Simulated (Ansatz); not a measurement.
A made-up structure of CH₃OSe (charge -1), closed shell:

```xyz
6
angstrom
O -0.1683 -1.1749 0.0664
C 0.3236 0.1667 0.1451
Se -0.9077 1.4502 -0.6575
H -1.0157 -1.0670 -0.3846
H 1.2892 0.2101 -0.3701
H -0.0700 0.2144 -0.8839
```

It is relaxed with PBE-D4/def2-SVPD and then PBE0-D4/def2-TZVPD (Ansatz 0.2.0). Atoms count as bonded within 1.22 times the sum of their covalent radii (H–H: 0.88 Å). The end point is not checked to be a true minimum.

**Question.** Does its bonding change? (A judgement: the text doesn't fix the answer.)

**Answer.** The calculation gives: Yes. Formed: none; broken: Se3–H6.

Where it ends: The first stage lowers the energy by 4.22 eV in 12 steps. It ends as CH₃OSe ([OH][CH2][Se]), total charge -1:
```json
{"atom": "O1", "x (Å)": "-0.2464", "y (Å)": "-1.1874", "z (Å)": "-0.1077"}
{"atom": "C2", "x (Å)": "0.2476", "y (Å)": "0.0996", "z (Å)": "-0.4921"}
{"atom": "Se3", "x (Å)": "-1.0808", "y (Å)": "1.5053", "z (Å)": "-0.2334"}
{"atom": "H4", "x (Å)": "-1.1448", "y (Å)": "-0.9930", "z (Å)": "0.1896"}
{"atom": "H5", "x (Å)": "1.1382", "y (Å)": "0.3193", "z (Å)": "0.1065"}
{"atom": "H6", "x (Å)": "0.5374", "y (Å)": "0.0556", "z (Å)": "-1.5474"}
```

Labels in which every atom is bracketed show which atoms are joined, not bond orders.

For scale, one of the runs: PBE0-D4/def2-TZVPD relaxation, 161 basis functions, launched by `ansatz run in.yaml --threads 2 --pin off --events-out ev --progress --plain --max-ram 4352MiB`. The run took about 25 s on 2 CPU threads of an Arm Neoverse V1 (shared host).
